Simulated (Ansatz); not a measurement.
`[F][Ga]([Cl])[Br]` + `CNC` → `C[N](C)[Ga]([F])[Br]` + HCl at 600 K and 1 bar (ligand exchange at a Ga–Cl bond).

Gas-phase electronic energies from Ansatz, PBE0-D4/def2-TZVP geometries. CCSD(T)/CBS adds triple-zeta CCSD(T) − MP2 to the extrapolated MP2 energy (def2 sets, frozen cores). This one scheme is used for every species. For Br, Ga outer-core shells are correlated without core-valence functions, which leaves a few kJ/mol of doubt a bond. Scalar relativity is left out up to krypton. One conformer a species, not always the lowest.

| species | CCSD(T)/CBS energy (Eh) | H − E (kJ/mol) | S (J/(mol·K)) |
| --- | --- | --- | --- |
| `[F][Ga]([Cl])[Br]` | -5056.97994 | 51.9 | 395.2 |
| `CNC` | -135.00321 | 284.6 | 333.5 |
| `C[N](C)[Ga]([F])[Br]` | -4731.58119 | 296.0 | 509.3 |
| HCl | -460.38127 | 35.4 | 207.2 |

H − E and S are ideal-gas, rigid-rotor, harmonic terms from PBE0-D4/def2-TZVP, for one conformer and one mirror image of each species. 1 Eh = 2625.50 kJ/mol, R = 8.31446 J/(mol·K).

Task: By hand: ΔE, ΔH, ΔS and ΔG.

Result: ΔE = (-4731.58119) + (-460.38127) − (-5056.97994) − (-135.00321) = 0.02069 Eh = 54.3 kJ/mol. Δ(H − E) = 296.0 + 35.4 − 51.9 − 284.6 = -5.1, so ΔH = 49.2 kJ/mol. ΔS = 509.3 + 207.2 − 395.2 − 333.5 = -12.2 J/(mol·K). ΔG = 49.2 − 600 × (-12.2)/1000 = 56.5 kJ/mol.

Task: By hand: the equilibrium constant, and the temperature at which ΔG would vanish if ΔH and ΔS stayed fixed.

Result: log₁₀ K = −ΔG/(RT ln 10) = -4.9. ΔH and −TΔS have one sign here, so there is no such temperature.

The number of gas molecules stays the same, so ΔS is small and ΔH decides. A doubt of 5 kJ/mol in ΔE shifts log₁₀ K by 0.4 here. Other conformers and mirror images would add mixing entropy, several J/(mol·K) or more a flexible species. These are equilibria of isolated gas molecules and say nothing of rates. Largest T1 diagnostic: 0.012 (customary marks: 0.02 for closed shells, 0.045 for open ones).

ΔS is within the doubt of such terms, so its sign, and with it that verdict, could turn.
